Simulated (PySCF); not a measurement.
# What went wrong, or what changed?

The sound run of Eu2OCl2 (singlet in the valence; each metal's 4f electrons, 7 of them, lie in its core potential, out of spins and levels) uses PySCF 2.14.0, RKS r2SCAN, Eu lcecp-0-SVP with ECP53, O def2-SVP, Cl def2-SVP; non-relativistic Hamiltonian with scalar-relativistic core potentials where named; density fitting; no spin-orbit coupling, grid (50, 194), threshold 1e-8 and 55 cycles at the relaxed geometry:
```xyz
5

Eu    0.0000    0.0000    2.1916
Eu    0.0000    0.0000   -2.1916
O     0.0000    0.0000    0.0000
Cl    0.0000    0.0000    4.9192
Cl    0.0000    0.0000   -4.9192
```
This run, with dm0 from free metal ions and neutral atoms, differs:

```python
mol = gto.M(atom='''
Eu     0.00000    -0.00000     2.19162
Eu    -0.00000    -0.00000    -2.19162
O     -0.00000    -0.00000    -0.00000
Cl     0.00000     0.00000     4.91925
Cl     0.00000    -0.00000     1.69162''',
    basis={'Eu': 'lcecp-0-SVP', 'O': 'def2-SVP', 'Cl': 'def2-SVP'},
    ecp={'Eu': 'lcecp-0-SVP'},
    charge=0, spin=0)
mf = dft.RKS(mol, xc='R2SCAN')
mf.grids.atom_grid = (50, 194)  # f atoms: unpruned, at least (60, 302)
mf = mf.density_fit()  # fitting sets: Eu AutoAux, O def2-universal-JKFIT, Cl def2-universal-JKFIT
mf.conv_tol = 1e-08; mf.max_cycle = 58
mf.kernel(dm0)
```

Q: What was changed, and how did it end?

A: One atom was put far too close to the first. The SCF did not converge. The cycle limit differs too. These settings are unsound on purpose: the numbers aren't the compound's.
```
init E= -1056.22840974151
cycle= 1 E= -961.386161189549  delta_E= 94.8  |g|= 7.48  |ddm|= 13.6
cycle= 2 E= -899.234754033393  delta_E= 62.2  |g|=  9.3  |ddm|= 84.5
cycle= 3 E= -968.704783591509  delta_E= -69.5  |g|= 8.47  |ddm|= 68.8
cycle= 4 E= -1002.35507839139  delta_E= -33.7  |g|= 2.14  |ddm|= 31.5
cycle= 5 E= -997.478258469748  delta_E= 4.88  |g|= 3.12  |ddm|= 8.97
...
cycle= 55 E= -1003.03238778436  delta_E= 0.069  |g|= 1.17  |ddm|= 4.61
cycle= 56 E= -1003.31374244117  delta_E= -0.281  |g|= 0.693  |ddm|= 1.76
cycle= 57 E= -1003.39783745857  delta_E= -0.0841  |g|= 0.494  |ddm|= 1.03
cycle= 58 E= -1003.05427866738  delta_E= 0.344  |g|= 0.815  |ddm|= 3.08
SCF not converged.
```

Run from Python with OMP_NUM_THREADS=2; the lines above give its settings.
It took 32 s on 2 threads of Arm Neoverse V1, with other jobs on the host.

No frequency check is given that shows the relaxed geometry to be a minimum. An lcecp potential fixes the number of 4f electrons, so in runs with it no electron can move into or out of that shell.
